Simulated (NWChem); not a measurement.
# SiH$_{2}$S$_{2}$, singlet; SMILES S[Si]S

```xyz
5

Si    -1.0189     0.0123     0.0011
S      0.3630     1.6673    -0.0010
H      1.5541     1.0211    -0.0009
S      0.4319    -1.5818     0.0020
H     -0.4771    -2.5834     0.0034
```
Atoms are numbered in this order, from 1.

Results from NWChem. Geometry optimised at PBE0/def2-SVP; all other runs use it. Low-valent species are run as closed-shell singlets; no triplet was tried in these runs. Vzz has the sign of the potential's second derivative.

| quantity | level | value |
|---|---|---|
| solvation free energy (kcal/mol) in water | M06-2X/def2-SVP, SMD | -2.4 |
| Vzz S2 (a.u.) | PBE/cc-pVTZ | (withheld) |
| first state with f > 0.002 (eV), Si K edge, unshifted | PBE0/def2-TZVP, TDA | (withheld) |
| orbital gap (eV) | TPSS/def2-SVP | 3.33 |
| dipole (D) | PBE0/def2-SVP | (withheld) |
| highest harmonic frequency (cm⁻¹) | PBE0/def2-SVP | 2704 |

Q: Fill in the missing entries.

A: 
- Vzz S2 (a.u.), value: 1.472
- first state with f > 0.002 (eV), Si K edge, unshifted, value: 1798.9
- dipole (D), value: 1.31
